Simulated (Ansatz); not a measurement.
## What each rung costs, and what it gives

The pair of K⁺ (SMILES [K+], atom 1) and AlCl3 (SMILES Cl[Al](Cl)Cl, atoms 2–5), both closed shells, in one local arrangement (a lower one may exist), relaxed at PBE0-D4/def2-TZVP:

K1  (-0.379, -0.296, -3.051)
Cl2  (-1.650, -0.593, -0.074)
Al3  (0.106, 0.082, 0.849)
Cl4  (0.355, 0.280, 2.860)
Cl5  (1.568, 0.526, -0.583)
(Å)

Interaction energies are counterpoise-corrected; the time is that of the whole pair.

Program: Ansatz 0.2.0. Basis: as named in each row. Cores are frozen in the correlated methods. The outer core shell of Li, Na, Mg and K is correlated. The def2 sets are not built for correlating such inner shells, so the correlated values are less sure here. B3LYP uses VWN-RPA correlation. Extrapolation: Hartree–Fock as exp(−7.88 √X), correlation as X^−2.97.

Times are rough, for one single point on 4 threads of a shared host (Arm Neoverse V1).

The estimate by CCSD(T) at an estimated basis limit (MP2 extrapolated from triple and quadruple zeta, plus CCSD(T) − MP2 in triple zeta) is -12.47 kcal/mol.

| method | basis | time (s) | interaction energy (kcal/mol) | method less estimate |
| --- | --- | --- | --- | --- |
| HF | STO-3G | under 1 | -10.34 | 2.13 |
| PBE-D4 | STO-3G | under 1 | -16.27 | -3.80 |
| SPW92 | def2-SVP | under 1 | -14.60 | -2.13 |
| PBE-D4 | def2-SVP | 1 | -12.97 | -0.51 |
| B3LYP-D4 | 6-31G | 2 | -9.38 | 3.09 |
| PBE0-D4 | def2-SVP | 2 | -12.54 | -0.07 |
| CCSD(T) | def2-SVP | 2 | -10.98 | 1.49 |
| PBE-D4 | def2-TZVPPD | 3 | -12.53 | -0.07 |
| revPBE-D4 | def2-TZVPPD | 3 | -11.42 | 1.05 |
| BLYP-D4 | def2-TZVPPD | 4 | -12.15 | 0.31 |
| B3LYP-D4 | def2-TZVPPD | 6 | -12.37 | 0.10 |
| HSE06-D4 | def2-TZVPPD | 6 | -12.33 | 0.13 |
| PBE0-D4 | def2-TZVPPD | 6 | -12.31 | 0.15 |
| wB97M-V | def2-SVP | 7 | -13.14 | -0.67 |
| r2SCAN-D4 | def2-TZVPPD | 8 | -12.00 | 0.46 |
| B2PLYP | def2-TZVPPD | 8 | -11.26 | 1.21 |
| wB97X-V | def2-TZVPPD | 13 | -12.27 | 0.19 |
| B97M-V | def2-TZVPPD | 14 | -12.20 | 0.27 |
| MP2 | def2-QZVPPD | 16 | -12.26 | 0.21 |
| wB97M-V | def2-TZVPPD | 16 | -12.40 | 0.07 |
| CCSD(T) | def2-TZVPPD | 120 | -11.12 | 1.34 |

T1 diagnostic: at most 0.010.
